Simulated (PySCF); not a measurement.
## Dipole moment and polarisability of `Cc1ncc(C#N)cn1`

C6H5N3.
Numbering: `[CH3:1][c:2]1[n:3][cH:4][c:5]([C:6]#[N:7])[cH:8][n:9]1` (hydrogens: H10, H11, H12 on C1; H13 on C4; H14 on C8)

Cartesian coordinates in Å at the GFN2-xTB level; atoms count from 1:
```xyz
14
C6H5N3 angstrom
C      2.523   -0.335   -0.169
C      1.050   -0.152   -0.073
N      0.380    0.077   -1.199
C     -0.920    0.256   -1.119
C     -1.600    0.208    0.105
C     -2.993    0.395    0.196
N     -4.127    0.548    0.267
C     -0.803   -0.039    1.229
N      0.497   -0.216    1.134
H      3.008    0.635   -0.070
H      2.870   -0.974    0.638
H      2.784   -0.750   -1.138
H     -1.443    0.441   -2.048
H     -1.228   -0.095    2.223
```

Level: CAM-B3LYP/def2-SVPD (PySCF), static field, nuclei fixed, core orbitals frozen in the response. The polarisability tensor in these axes (au):

```
x   128.82 -10.00  -3.73
y   -10.00  52.89  -2.64
z    -3.73  -2.64  77.72
```

**Question.** Give the principal values, the mean and the anisotropy Δα = √{½[(α1 − α2)² + (α2 − α3)² + (α1 − α3)²]}.

**Answer.** Principal values 51.23, 77.87 and 130.33 au; mean 86.48 au = 12.81 Å³ = 14.26 × 10⁻⁴⁰ C²·m²/J; Δα = 69.71 au (81 % of the mean).

**Question.** What is the dipole moment, and where does it point?

**Answer.** (2.92, -0.34, -0.18) D, 2.95 D in size, pointing from the negative to the positive side. Measured along this direction, the outermost atoms are N7 at the negative end and H11, H10 and H12 at the positive end.

**Question.** Give the principal axes and the span of the nuclei along them.

**Answer.** Largest value along (0.99, -0.13, -0.06), where the nuclei span 7.09 Å; middle along (0.05, -0.12, 0.99), 4.31 Å; least along (0.13, 0.98, 0.12), 1.52 Å. The response follows the extents in order.

**Question.** In TDDFT the mean static polarisability is Σ f/ω² over all singlet excitations (ω in hartree). How much of it do the 8 lowest give? Their energies (eV) and oscillator strengths: 4.39, 0.0000; 4.42, 0.0048; 5.56, 0.0296; 5.85, 0.4050; 6.04, 0.0072; 6.12, 0.0000; 6.92, 0.0000; 7.22, 0.0000.

**Answer.** They add up to 9.81 au, 11.3 % of the 86.48 au; the largest single term is 8.77 au, from the state at 5.85 eV. Terms in order: 0.00, 0.18, 0.71, 8.77, 0.15, 0.00, 0.00, 0.00 au. Higher excitations give the rest. The strengths listed sum to 0.447.

**Question.** What would n − 1 = 2πNα be for an ideal gas of these molecules at 298.15 K and 1 atm, electronic part alone?

**Answer.** N = p/kT = 2.4615 × 10¹⁹ cm⁻³, so n − 1 = 2π × N × 12.81 × 10⁻²⁴ cm³ = 1982 × 10⁻⁶ at long wavelengths.

Geometry: GFN2-xTB; no solvent, vibrations or thermal averaging.
